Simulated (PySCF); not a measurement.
C₁₀H₉NS, SMILES c1cnccc1Cc1cccs1, GFN2-xTB optimised geometry.

```
21

C     -3.01    -0.21    -3.64
C     -2.86     1.14    -3.71
S     -2.36     1.81    -2.21
C     -2.36     0.24    -1.47
C     -1.93     0.08    -0.05
C     -0.42     0.01     0.00
C      0.24    -1.21     0.00
C      1.63    -1.21     0.00
N      2.36    -0.11     0.00
C      1.72     1.05     0.00
C      0.34     1.17     0.00
C     -2.72    -0.72    -2.36
H     -3.32    -0.82    -4.47
H     -3.02     1.79    -4.55
H     -2.36    -0.84     0.36
H     -2.28     0.92     0.55
H     -0.31    -2.14     0.00
H      2.19    -2.14     0.00
H      2.36     1.93     0.00
H     -0.13     2.14    -0.01
H     -2.78    -1.76    -2.11
```

Density from PBE0/def2-SVP in PySCF at that geometry.

Minimum of the electron density along straight lines between bonded atoms, close to the bond critical point (lines longer than 1.1 times the sum of covalent radii, or with two minima, are not listed):

| bond | length / Å | ρ at the minimum / e bohr⁻³ | ∇²ρ there / e bohr⁻⁵ | position (fraction from the first atom) |
|---|---|---|---|---|
| C1–C2 | 1.355 | 0.325 | -0.82 | 0.49 |
| C2–S3 | 1.720 | 0.216 | -0.46 | 0.47 |
| S3–C4 | 1.734 | 0.211 | -0.44 | 0.53 |
| C4–C5 | 1.495 | 0.254 | -0.59 | 0.51 |
| C5–C6 | 1.507 | 0.253 | -0.59 | 0.49 |
| C6–C7 | 1.389 | 0.310 | -0.79 | 0.51 |
| C7–C8 | 1.386 | 0.314 | -0.81 | 0.50 |
| C8–N9 | 1.321 | 0.352 | -1.01 | 0.35 |
| N9–C10 | 1.322 | 0.351 | -1.01 | 0.65 |
| C6–C11 | 1.390 | 0.310 | -0.79 | 0.51 |
| C10–C11 | 1.385 | 0.314 | -0.81 | 0.50 |
| C1–C12 | 1.414 | 0.295 | … | 0.50 |
| C4–C12 | 1.359 | 0.323 | -0.81 | 0.51 |
| C1–H13 | 1.075 | 0.284 | -1.09 | 0.63 |
| C2–H14 | 1.072 | 0.286 | -1.12 | 0.64 |
| C5–H15 | 1.092 | 0.277 | -1.02 | 0.63 |
| C5–H16 | 1.092 | 0.277 | -1.02 | 0.63 |
| C7–H17 | 1.080 | 0.283 | -1.07 | 0.63 |
| C8–H18 | 1.082 | 0.287 | -1.12 | 0.64 |
| C10–H19 | 1.082 | 0.287 | -1.12 | 0.64 |
| C11–H20 | 1.080 | 0.283 | -1.07 | 0.63 |
| C12–H21 | 1.076 | 0.283 | -1.08 | 0.63 |

**Question.** Fill in the missing entries.

**Answer.** 
- C1–C12, ∇²ρ there / e bohr⁻⁵: -0.73
